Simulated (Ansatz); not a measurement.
Z-matrix (Å, degrees):
```
Zn
Br 1 2.225
Br 1 2.225 2 179.9
```

The species carries charge 0 and has multiplicity 1.

Q: List the B3LYP/def2-TZVPP orbital energies in eV (Ansatz 0.2.0). (Estimate.)

A: Computed: Occupied: -13139.30, -13139.30, -9451.57, -1700.94, -1700.94, -1532.64, -1532.64, -1532.59, -1532.59, -1532.59, -1532.59, -1150.71, -1014.09, -1014.09, -1014.03, -236.72, -236.72, -177.57, -177.57, -177.40, -177.40, -177.40, -177.40, -133.38, -89.60, -89.60, -89.56, -71.86, -71.86, -71.81, -71.81, -71.81, -71.81, -71.67, -71.67, -71.67, -71.67, -21.32, -20.98, -15.61, -15.61, -15.57, -15.53, -15.53, -10.72, -9.63, -8.69, -8.69, -8.31, -8.31. Lowest empty: -2.10, -0.80, -0.80, 1.58, 1.90, 3.83, 3.83, 4.81.

B3LYP here is the variant with VWN-RPA as its local correlation; programs differ in this.
